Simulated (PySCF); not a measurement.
A series of related molecules.

All values: PBE0/pcSseg-1 (PySCF) at GFN2-xTB geometries, gas phase, one conformer each.

**Question.** Rank by dipole moment, highest first.
A. `[CH3:1][CH2:2][C:3](=[O:4])[O:5][SiH2:6][SiH3:7]` with C1–C2–C3–O4 -2°, C2–C3–O5–Si6 179°, C3–O5–Si6–Si7 0°
B. `[CH3:1][CH2:2][C:3](=[O:4])[O:5][Si@H:6]([SiH3:7])[CH2:8][SiH3:9]` with C1–C2–C3–O4 2°, C2–C3–O5–Si6 -179°, C3–O5–Si6–Si7 -4°, O5–Si6–C8–Si9 -167°
C. `[CH3:1][CH2:2][C:3](=[O:4])[SiH2:5][O:6][SiH2:7][SiH3:8]` with C1–C2–C3–O4 0°, C2–C3–Si5–O6 179°, C3–Si5–O6–Si7 -1°, Si5–O6–Si7–Si8 69°
D. `[CH3:1][CH:2]([CH3:3])[C:4](=[O:5])[O:6][SiH2:7][SiH3:8]` with C1–C2–C4–O5 119°, C2–C4–O6–Si7 180°, C4–O6–Si7–Si8 0°
E. `[CH3:1][CH2:2][C:3](=[O:4])[CH2:5][O:6][SiH2:7][SiH3:8]` with C1–C2–C3–O4 -13°, C2–C3–C5–O6 172°, C3–C5–O6–Si7 12°, C5–O6–Si7–Si8 58°
F. `[CH3:1][CH2:2][C:3](=[O:4])[O:5][CH2:6][SiH3:7]` with C1–C2–C3–O4 -37°, C2–C3–O5–C6 178°, C3–O5–C6–Si7 3°

**Answer.** E (4.18 D), C (2.90 D), F (2.60 D), B (2.40 D), D (2.09 D), A (1.84 D).

**Question.** Rank by HOMO energy, lowest first.
A. `CC(C)C(=O)O[SiH2][SiH3]`
B. `C=CC(=O)O[SiH2][SiH3]`
C. `CCC(=O)CO[SiH2][SiH3]`
D. `CCC(=O)[SiH2]O[SiH2][SiH3]`

**Answer.** B (-8.14 eV), A (-7.87 eV), C (-7.45 eV), D (-7.03 eV).

**Question.** Rank by LUMO energy, highest first.
A. `CCC(=O)CO[SiH2][SiH3]`
B. `C(OC(CC)=O)[SiH3]`
C. `CCC(=O)[SiH2]O[SiH2][SiH3]`
D. `C[SiH2]CC(=O)O[SiH2][SiH3]`
E. `C=CC(=O)O[SiH2][SiH3]`

**Answer.** B (-0.04 eV), D (-0.30 eV), A (-1.08 eV), C (-1.28 eV), E (-1.60 eV).

All values together:

```csv
SMILES,change,formula,μ (D),HOMO (eV),LUMO (eV),lowest IAO charge (e),highest IAO charge (e),lowest Hirshfeld charge (e),highest Hirshfeld charge (e)
CCC(=O)O[SiH2][SiH3],parent,C3H10O2Si2,1.84,-8.08,-0.34,-0.569 (O),+0.675 (Si),-0.210 (O),+0.321 (Si)
CCC(=O)OC[SiH3],Si replaced by C,C4H10O2Si,2.60,-7.94,-0.04,-0.459 (O),+0.621 (Si),-0.192 (O),+0.268 (Si)
CCC(=O)[SiH2]O[SiH2][SiH3],SiH2 inserted into a C-O bond,C3H12O2Si3,2.90,-7.03,-1.28,-0.882 (O),+0.956 (Si),-0.307 (O),+0.395 (Si)
C=CC(=O)O[SiH2][SiH3],C-C bond made double,C3H8O2Si2,1.85,-8.14,-1.60,-0.562 (O),+0.676 (Si),-0.218 (O),+0.323 (Si)
CC(C)C(=O)O[SiH2][SiH3],H on C replaced by CH3,C4H12O2Si2,2.09,-7.87,-0.37,-0.567 (O),+0.674 (Si),-0.223 (O),+0.323 (Si)
CCC(=O)O[Si@H]([SiH3])C[SiH3],H on Si replaced by CH2SiH3,C4H14O2Si3,2.40,-7.96,-0.22,-0.824 (C),+0.816 (Si),-0.248 (C),+0.337 (Si)
C[SiH2]CC(=O)O[SiH2][SiH3],SiH2 inserted into a C-C bond,C3H12O2Si3,2.27,-7.98,-0.30,-0.716 (C),+0.792 (Si),-0.224 (O),+0.363 (Si)
CCC(=O)CO[SiH2][SiH3],CH2 inserted into a C-O bond,C4H12O2Si2,4.18,-7.45,-1.08,-0.624 (O),+0.727 (Si),-0.224 (O),+0.277 (Si)
```

Conformers: `[CH3:1][CH2:2][C:3](=[O:4])[O:5][SiH2:6][SiH3:7]` with C1–C2–C3–O4 -2°, C2–C3–O5–Si6 179°, C3–O5–Si6–Si7 0°; `[CH3:1][CH2:2][C:3](=[O:4])[O:5][CH2:6][SiH3:7]` with C1–C2–C3–O4 -37°, C2–C3–O5–C6 178°, C3–O5–C6–Si7 3°; `[CH3:1][CH2:2][C:3](=[O:4])[SiH2:5][O:6][SiH2:7][SiH3:8]` with C1–C2–C3–O4 0°, C2–C3–Si5–O6 179°, C3–Si5–O6–Si7 -1°, Si5–O6–Si7–Si8 69°; `[CH2:1]=[CH:2][C:3](=[O:4])[O:5][SiH2:6][SiH3:7]` with C1–C2–C3–O4 1°, C2–C3–O5–Si6 180°, C3–O5–Si6–Si7 0°; `[CH3:1][CH:2]([CH3:3])[C:4](=[O:5])[O:6][SiH2:7][SiH3:8]` with C1–C2–C4–O5 119°, C2–C4–O6–Si7 180°, C4–O6–Si7–Si8 0°; `[CH3:1][CH2:2][C:3](=[O:4])[O:5][Si@H:6]([SiH3:7])[CH2:8][SiH3:9]` with C1–C2–C3–O4 2°, C2–C3–O5–Si6 -179°, C3–O5–Si6–Si7 -4°, O5–Si6–C8–Si9 -167°; `[CH3:1][SiH2:2][CH2:3][C:4](=[O:5])[O:6][SiH2:7][SiH3:8]` with C1–Si2–C3–C4 -50°, Si2–C3–C4–O5 -82°, C3–C4–O6–Si7 -173°, C4–O6–Si7–Si8 4°; `[CH3:1][CH2:2][C:3](=[O:4])[CH2:5][O:6][SiH2:7][SiH3:8]` with C1–C2–C3–O4 -13°, C2–C3–C5–O6 172°, C3–C5–O6–Si7 12°, C5–O6–Si7–Si8 58°.

**Question.** Give the shifts from the parent, `CCC(=O)O[SiH2][SiH3]`.

**Answer.** 
| SMILES | change in μ (D) | change in HOMO (eV) | change in LUMO (eV) |
| --- | --- | --- | --- |
| CCC(=O)OC[SiH3] | +0.76 | +0.14 | +0.30 |
| CCC(=O)[SiH2]O[SiH2][SiH3] | +1.06 | +1.05 | -0.94 |
| C=CC(=O)O[SiH2][SiH3] | +0.01 | -0.06 | -1.26 |
| CC(C)C(=O)O[SiH2][SiH3] | +0.25 | +0.21 | -0.03 |
| CCC(=O)O[Si@H]([SiH3])C[SiH3] | +0.56 | +0.12 | +0.12 |
| C[SiH2]CC(=O)O[SiH2][SiH3] | +0.43 | +0.10 | +0.04 |
| CCC(=O)CO[SiH2][SiH3] | +2.34 | +0.63 | -0.74 |
